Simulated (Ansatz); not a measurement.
A nudged elastic band was laid between two geometries of CH$_{7}$BN$_{2}$ (11 atoms, charge 0, multiplicity 1).

Computed with UKS LDA/def2-SVP (Ansatz 0.2.0).

```
movable images  : 5
climbing image  : yes
spring          : 5.0 eV/Å²
optimiser       : quadratic models (default)
start path      : through a guess of the saddle point
force threshold : 0.05 eV/Å
iteration limit : 60
end points      : relaxed
```

First end point:

```xyz
11
Properties=species:S:1:pos:R:3
B 0.163 -0.084 0.104
N 1.459 0.432 -0.123
N -0.033 -1.222 0.919
H 0.721 -1.743 1.370
C -1.080 0.605 -0.585
H 2.315 0.025 0.257
H 1.617 1.253 -0.706
H -0.961 -1.606 1.094
H -2.028 0.425 -0.036
H -1.221 0.209 -1.616
H -0.953 1.705 -0.679
```

Last end point:

```xyz
11
Properties=species:S:1:pos:R:3
B -0.953 -0.574 0.211
N 2.085 0.235 0.338
N -0.675 -1.500 1.007
H 1.353 -0.419 0.660
C -1.254 0.564 -0.758
H 2.094 0.192 -0.690
H 1.777 1.181 0.598
H -0.486 -2.256 1.646
H -2.001 1.273 -0.342
H -1.632 0.187 -1.731
H -0.307 1.117 -0.939
```

(1) What changes between the two ends?

(2) What energy profile does the band end with?

(3) What is the geometry of the highest image?

(4) What are the harmonic wavenumbers there?

## Answers

(1) Bonds broken: B1–N2, N3–H4. Bonds formed: N2–H4. CH7BN2 becomes CH4BN + H3N.

(2) The forces met the threshold. The highest image is number 5 of 0 to 6, 2.55 eV above the first end and 0.01 eV above the last; the last end lies 2.53 eV above the first. A vibrational analysis at the climbing image gives one clearly imaginary mode, 153i cm⁻¹: a first-order saddle point. The orbitals stay closed-shell, which can raise the energy where a bond breaks towards radicals; this wasn't checked here.

```csv
image,path coordinate (Å),energy (eV),B1–N2 (Å),N3–H4 (Å),N2–H4 (Å)
0,0.00,0.00,1.41,1.02,2.74
1,0.84,0.15,1.42,1.02,2.63
2,1.68,0.58,1.47,1.03,2.33
3,2.52,1.40,1.53,1.11,1.69
4,3.36,2.15,1.77,1.91,1.05
5,4.20,2.55,2.39,2.28,1.03
6,6.05,2.53,3.15,2.32,1.03
```

(3) 
```xyz
11
Properties=species:S:1:pos:R:3:forces:R:3
B -0.708 -0.392 0.282 -0.02 -0.01 0.01
N 1.599 0.158 0.004 -0.05 0.01 -0.02
N -0.585 -1.334 1.118 0.05 0.02 -0.01
H 1.535 -0.620 0.676 0.00 -0.02 0.01
C -1.258 0.661 -0.691 0.00 0.00 0.00
H 2.174 -0.138 -0.795 0.02 0.00 0.00
H 2.064 0.954 0.460 0.02 0.00 0.00
H -0.652 -2.093 1.774 -0.02 0.00 0.00
H -2.367 0.619 -0.740 0.00 0.00 0.00
H -0.849 0.504 -1.711 0.00 0.00 0.01
H -0.952 1.681 -0.377 0.00 0.00 0.00
```

(4) 153i, 41, 132, 151, 236, 243, 305, 370, 458, 484, 824, 844, 847, 905, 1231, 1346, 1348, 1518, 1558, 1930, 2973, 3076, 3077, 3366, 3522, 3541, 3793 cm⁻¹.

The run took 3.5 min on 2 threads of Arm Neoverse V1, with other jobs on the host, peak memory 0.13 GiB.
